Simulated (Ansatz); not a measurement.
C3H5BO, SMILES `OCC1=CB1` at its PBE0-D4/def2-TZVP geometry, where that method's forces vanish. Charge 0, multiplicity 1.

```xyz
10

O     1.2617   -1.1993   -1.1700
C     1.1340   -0.0567   -0.3601
C    -0.2080    0.1272    0.2161
C    -0.8855    0.8905    1.0987
B    -1.6491   -0.1322    0.3898
H     0.4271   -1.3253   -1.6298
H     1.8732   -0.1461    0.4421
H     1.3861    0.8594   -0.9178
H    -0.6946    1.7015    1.7883
H    -2.6449   -0.7192    0.1427
```

**Question.** What forces (eV/Å) does PBE-D4/def2-TZVPP give on these atoms in Ansatz? (An estimate is asked.)

**Answer.** Computed: 
```
O1   0.518 -0.419 -0.120
C2  -0.171  0.132  0.132
C3   0.378 -0.137 -0.250
C4  -0.189  0.284  0.313
B5  -0.302 -0.169 -0.071
H6  -0.415 -0.063 -0.214
H7   0.179 -0.002  0.177
H8   0.073  0.252 -0.098
H9   0.039  0.187  0.158
H10 -0.110 -0.066 -0.026
```
